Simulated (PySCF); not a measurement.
C₂H₆BFO₂, SMILES C(F)B(OC)O. Heavy atoms are numbered as in [CH3:1][O:2][B:3]([OH:4])[CH2:5][F:6]. Hydrogens are named by the atom that carries them.

Geometry: r2SCAN-D4/def2-SVP. The structure was generated by enumeration, and PubChem lists no compound with its InChIKey, so it may never have been made. The values are those of a single conformer.

Method: HF/def2-TZVP in PySCF.

Atomic charges (e), one atom of each kind:

```tsv
atom	Löwdin	IAO
C1 (CH3)	-0.25	-0.11
O2	0.28	-0.50
B3	___	0.66
O4 (OH)	0.16	-0.63
C5 (CH2)	-0.19	-0.07
F6	___	-0.39
H on C1	0.10	0.13
H on O4	___	0.39
H on C5	___	0.14
```

Q: Complete the blanks. (Estimate from the structure and the level; the computed values follow.)

A: 
- B3, Löwdin: -0.82
- F6, Löwdin: 0.01
- H on O4, Löwdin: 0.23
- H on C5, Löwdin: 0.14

Q: Give the Mayer and Wiberg (Löwdin basis) orders of the bonds. (Estimate from the structure and the level; the computed values follow.)

A: 
```json
[
 {"bond": "C1–O2", "Mayer": "0.86", "Wiberg": "1.37"},
 {"bond": "O2–B3", "Mayer": "1.22", "Wiberg": "1.83"},
 {"bond": "B3–O4", "Mayer": "1.25", "Wiberg": "1.95"},
 {"bond": "B3–C5", "Mayer": "1.03", "Wiberg": "1.17"},
 {"bond": "C5–F6", "Mayer": "0.83", "Wiberg": "1.50"}
]
```
